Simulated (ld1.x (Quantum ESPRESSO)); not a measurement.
# gallium: TM pseudisation with PBE, scalar-relativistic reference atom.

```json
{
 "Element": "gallium",
 "Generator": "ld1.x (Quantum ESPRESSO) 7.5",
 "Type": "norm-conserving Troullier–Martins (Kleinman–Bylander form)",
 "Functional": "PBE",
 "Relativity": "scalar-relativistic",
 "Frozen core": "[Ar] 3d10",
 "Valence charge": "3",
 "Reference configuration": "4s1.75 4p1.25",
 "Partial waves": "4p (bound): rc 1.85 bohr; 4s (bound): rc 2.00 bohr",
 "Local potential": "the s channel",
 "Core correction": "Bessel-smoothed model core, default radius (core density twice the valence density)"
}
```

* Cutoffs needed: 15 Ry and 35 Ry (the cutoffs (Ry, on a coarse ladder) from which the occupation-weighted sum of valence levels, in a spherical-Bessel basis at the reference potential, stays within 10 and 1 mRy of its value at 400 Ry)
* Ghost test: no extra level below or beside the all-electron valence levels (p, s, d, f tested) (spherical-Bessel basis up to 400 Ry, 20 bohr box)
* Largest excitation error: -151 meV (all-electron minus pseudo) for 4s1 4p0, out of 7 test configurations
